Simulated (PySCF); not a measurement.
Spectrum to structure. Computed with PySCF 2.14.0, density-fitted response routines, TDDFT CAM-B3LYP/def2-SVPD, vertical, gas phase, core orbitals frozen in the response. Geometries: PBE0-D3(BJ)/def2-SVP, one conformer each. Relativistic effects are left out although some hold elements past zinc.

```
state  E (eV)       f   main configurations (H = HOMO, L = LUMO)
   S1    5.68  0.0034                      H→L (78%), H→L+1 (9%)
   S2    6.16   0.016                                H→L+1 (87%)
   S3    6.42  0.0012                                H→L+2 (89%)
   S4    6.48  0.0022      H-1→L (70%), H-1→L+1 (9%), H→L+2 (8%)
   S5    6.67   0.049                                H→L+3 (83%)
   S6    7.12   0.141                 H-2→L (70%), H-1→L+2 (17%)
   S7    7.24  0.0062                              H-1→L+1 (75%)
   S8    7.32   0.085  H-1→L+2 (25%), H-2→L+1 (18%), H→L+4 (17%)
   S9    7.33   0.075   H-1→L+2 (36%), H→L+4 (24%), H-2→L+1 (9%)
  S10    7.38   0.129    H-2→L+1 (39%), H→L+4 (22%), H→L+8 (14%)
```

Question: Which structure fits? All have the formula C3H12AsGa.
A. `C[CH](C)[GaH2-][AsH3+]`
B. `CCC[AsH2+][GaH3-]`
C. `CC(C)[AsH2+][GaH3-]`

Answer: A. Its S1, at 5.68 eV, is the lowest among the candidates; the nearest of the others has S1 at 6.68 eV. S1 is HOMO→LUMO (78%), HOMO→LUMO+1 (9%). Löwdin shares by element: HOMO carbon 52%, gallium 21% (atoms not listed hold the other 27%); LUMO arsenic 29%, hydrogen 26% or more, gallium 18% (atoms not listed hold the other 27%). At the same level the other candidates give, for their lowest levels:
- `CCC[AsH2+][GaH3-]`: 6.68 eV (f 0.001); 6.70 eV (f 0.015); 6.84 eV (f 0.037); 7.22 eV (f 0.054); 7.29 eV (f 0.032); T1 6.09 eV; HOMO -9.06, LUMO 0.48 eV
- `CC(C)[AsH2+][GaH3-]`: 6.71 eV (f 0.007); 6.72 eV (f 0.023); 6.82 eV (f 0.013); 7.18 eV (f 0.018); 7.23 eV (f 0.018); T1 6.00 eV; HOMO -9.05, LUMO 0.50 eV

The values belong to the conformer `[CH3:1][CH:2]([CH3:3])[GaH2-:4][AsH3+:5]`: C1–C2–Ga4–As5 -64°.
Triplets come from the Tamm–Dancoff approximation.
